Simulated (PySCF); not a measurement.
## Mo(3+) (molybdenum, charge +3) across methods

[Kr] 4d3, high-spin 4F determinant. All numbers are calculated (PySCF 2.14, scalar relativity by spin-free X2C-1e, in x2c-TZVPPall with one added diffuse shell each of s, p, d, f type (9s7p7d3f1g, 95 functions)).

```csv
method,E (hartree),mean ε 4p α (eV),mean ε 4p β (eV),mean ε 4d α (eV),Σ⟨r²⟩ (bohr²),⟨S²⟩
LC-wPBE,-4046.10,-76.577,-73.825,-38.829,25.70,3.751
PBEsol,-4043.83,-70.852,-68.630,-34.106,25.80,3.751
CAM-B3LYP,-4046.71,-75.449,-72.547,-37.286,25.81,3.751
r2SCAN,-4046.49,-72.057,-69.336,-34.587,25.69,3.752
LDA,-4041.70,-70.979,-68.894,-34.127,25.84,3.750
UHF,-4044.45050,-82.754,-76.838,-40.422,25.74,3.754
PBE,-4046.08,-70.886,-68.621,-34.181,25.81,3.751
PBE0,-4046.17,-74.143,-71.045,-35.951,25.73,3.751
M06-L,-4046.39,-71.996,-69.195,-34.267,25.56,3.751
```
